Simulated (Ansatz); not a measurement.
Breaking the C4–H5 bond in CH5Bi (SMILES [CH3][BiH2]) (multiplicity 1 held, fragments rigid). Energies count from the point at 1.088 Å.
Geometry at that point (charge 0, multiplicity 1):
```xyz
7

Bi    -0.1144    -0.1388     0.1427
H      0.1011    -1.4563    -1.0658
H     -1.6344     0.3793    -0.6723
C      1.1592     1.3240    -1.0635
H      0.9950     2.3241    -0.6682
H      0.8759     1.2806    -2.1106
H      2.2039     1.0455    -0.9423
```

Restricted levels (R-, RO-) in cc, def2 and unpolarised 6-31G sets keep to the state of the molecule at rest. U- levels take the lowest unrestricted solution at each point, which mixes spins at long bonds. Active spaces are followed from a long bond inwards. Levels need not reach the same state.

Cores are frozen in the correlated methods. Filled d and f shells under p-block atoms count as core.

Codes used: Ansatz (Gaussian orbitals). Each number belongs to the level named beside it. In def2 rows elements past Kr take small-core potentials, without spin–orbit coupling.

Energies in kJ/mol.

```json
[
 {"R (Å)": "0.870", "R-PBE/def2-TZVPP": "126", "U-B3LYP/def2-TZVPP": "119", "FIC-NEVPT4(SD) on CASSCF(2,2)/def2-TZVPP": "122", "FIC-MRCISD+Q on CASSCF(2,2)/def2-TZVPP": "122"},
 {"R (Å)": "0.979", "R-PBE/def2-TZVPP": "26", "U-B3LYP/def2-TZVPP": "23", "FIC-NEVPT4(SD) on CASSCF(2,2)/def2-TZVPP": "24", "FIC-MRCISD+Q on CASSCF(2,2)/def2-TZVPP": "24"},
 {"R (Å)": "1.088", "R-PBE/def2-TZVPP": "0", "U-B3LYP/def2-TZVPP": "0", "FIC-NEVPT4(SD) on CASSCF(2,2)/def2-TZVPP": "0", "FIC-MRCISD+Q on CASSCF(2,2)/def2-TZVPP": "0"},
 {"R (Å)": "1.197", "R-PBE/def2-TZVPP": "13", "U-B3LYP/def2-TZVPP": "16", "FIC-NEVPT4(SD) on CASSCF(2,2)/def2-TZVPP": "15", "FIC-MRCISD+Q on CASSCF(2,2)/def2-TZVPP": "16"},
 {"R (Å)": "1.305", "R-PBE/def2-TZVPP": "47", "U-B3LYP/def2-TZVPP": "(withheld)", "FIC-NEVPT4(SD) on CASSCF(2,2)/def2-TZVPP": "51", "FIC-MRCISD+Q on CASSCF(2,2)/def2-TZVPP": "52"},
 {"R (Å)": "1.469", "R-PBE/def2-TZVPP": "114", "U-B3LYP/def2-TZVPP": "122", "FIC-NEVPT4(SD) on CASSCF(2,2)/def2-TZVPP": "121", "FIC-MRCISD+Q on CASSCF(2,2)/def2-TZVPP": "121"},
 {"R (Å)": "1.632", "R-PBE/def2-TZVPP": "186", "U-B3LYP/def2-TZVPP": "196", "FIC-NEVPT4(SD) on CASSCF(2,2)/def2-TZVPP": "193", "FIC-MRCISD+Q on CASSCF(2,2)/def2-TZVPP": "193"},
 {"R (Å)": "1.904", "R-PBE/def2-TZVPP": "294", "U-B3LYP/def2-TZVPP": "309", "FIC-NEVPT4(SD) on CASSCF(2,2)/def2-TZVPP": "298", "FIC-MRCISD+Q on CASSCF(2,2)/def2-TZVPP": "298"},
 {"R (Å)": "2.176", "R-PBE/def2-TZVPP": "382", "U-B3LYP/def2-TZVPP": "395", "FIC-NEVPT4(SD) on CASSCF(2,2)/def2-TZVPP": "375", "FIC-MRCISD+Q on CASSCF(2,2)/def2-TZVPP": "375"},
 {"R (Å)": "2.502", "R-PBE/def2-TZVPP": "461", "U-B3LYP/def2-TZVPP": "446", "FIC-NEVPT4(SD) on CASSCF(2,2)/def2-TZVPP": "432", "FIC-MRCISD+Q on CASSCF(2,2)/def2-TZVPP": "432"},
 {"R (Å)": "2.937", "R-PBE/def2-TZVPP": "532", "U-B3LYP/def2-TZVPP": "(withheld)", "FIC-NEVPT4(SD) on CASSCF(2,2)/def2-TZVPP": "466", "FIC-MRCISD+Q on CASSCF(2,2)/def2-TZVPP": "466"},
 {"R (Å)": "3.481", "R-PBE/def2-TZVPP": "582", "U-B3LYP/def2-TZVPP": "(withheld)", "FIC-NEVPT4(SD) on CASSCF(2,2)/def2-TZVPP": "479", "FIC-MRCISD+Q on CASSCF(2,2)/def2-TZVPP": "478"}
]
```

Problem. Some entries are withheld; supply them.

Solution. 
- 1.305, U-B3LYP/def2-TZVPP: 52
- 2.937, U-B3LYP/def2-TZVPP: 471
- 3.481, U-B3LYP/def2-TZVPP: 480

Doubts at one or more of the structures used: a restricted determinant that unrestricted orbitals would lower (R-PBE/def2-TZVPP); a spin-contaminated determinant (U-B3LYP/def2-TZVPP).

Ansatz is a first-principles code.
